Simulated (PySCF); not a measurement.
# Steps of a relaxation of [CeF3(H2O)]+

[CeF3(H2O)]+ (singlet). PySCF 2.14.0, RKS PBE0, Ce lcecp-2-SVP with ECP46, F def2-SVP, O def2-SVP, H def2-SVP; non-relativistic Hamiltonian with scalar-relativistic core potentials where named; density fitting; no spin-orbit coupling. Origin of the start: template. Columns: position (Å) and force (eV/Å). Energies are counted from the last step; some of the 9 steps are shown. Forces carry noise of the integration grid, about 0.01 to 0.03 eV/Å.

Run from Python with OMP_NUM_THREADS=2. Where DIIS fails, smearing, a level shift and second-order steps follow.
It took 33 s on 2 threads of Arm Neoverse V1 (shared host), from the converged density of the start.

```xyz
7
step 0  E = 0.201 eV
Ce    0.0149   -0.0149    0.0149     1.19   -1.16    1.16
F     1.2003    1.1705    1.2003    -1.10   -0.94   -1.05
F    -1.1705   -1.2003    1.2003     0.98    1.08   -1.08
F     1.2003   -1.2003   -1.1705    -1.10    1.05    0.94
O    -1.3751    1.3751   -1.3751     0.14   -0.14    0.14
H    -1.7157    2.2602   -1.1712    -0.05    0.20    0.09
H    -1.7157    1.1712   -2.2602    -0.05   -0.09   -0.20
```

```xyz
7
step 3  E = 0.005 eV
Ce    0.0382   -0.0305    0.0305     0.04   -0.02    0.02
F     1.1496    1.1590    1.1690     0.01    0.07    0.03
F    -1.1429   -1.1586    1.1586    -0.05   -0.02    0.02
F     1.1496   -1.1690   -1.1590     0.01   -0.03   -0.07
O    -1.3572    1.3610   -1.3610     0.01    0.00    0.00
H    -1.6994    2.2479   -1.1518     0.00    0.01    0.00
H    -1.6994    1.1518   -2.2479     0.00    0.00   -0.01
```

```xyz
7
step 5  E = 0.000 eV
Ce    0.0546   -0.0397    0.0397    -0.03    0.01   -0.01
F     1.1310    1.1942    1.1706     0.00    0.00   -0.01
F    -1.1607   -1.1516    1.1516     0.00    0.00    0.00
F     1.1310   -1.1706   -1.1942     0.00    0.01    0.00
O    -1.3413    1.3524   -1.3524     0.01   -0.02    0.02
H    -1.6881    2.2370   -1.1399     0.01    0.00    0.00
H    -1.6881    1.1399   -2.2370     0.01    0.00    0.00
```

Question: Where does the relaxation end?

Answer: It converges at step 8 in Cs:
```xyz
7
step 8  E = 0
Ce    0.0509   -0.0418    0.0418
F     1.1287    1.2003    1.1627
F    -1.1677   -1.1523    1.1523
F     1.1287   -1.1627   -1.2003
O    -1.3398    1.3468   -1.3468
H    -1.6812    2.2342   -1.1371
H    -1.6812    1.1371   -2.2342
```

Question: How did the contacts change?

Answer: 
| contact | start (Å) | end (Å) |
| --- | --- | --- |
| Ce1–F2 (F) | 2.053 | 1.990 |
| Ce1–F3 (F) | 2.053 | 1.988 |
| Ce1–F4 (F) | 2.053 | 1.990 |
| Ce1–O5 (H2O) | 2.408 | 2.406 |
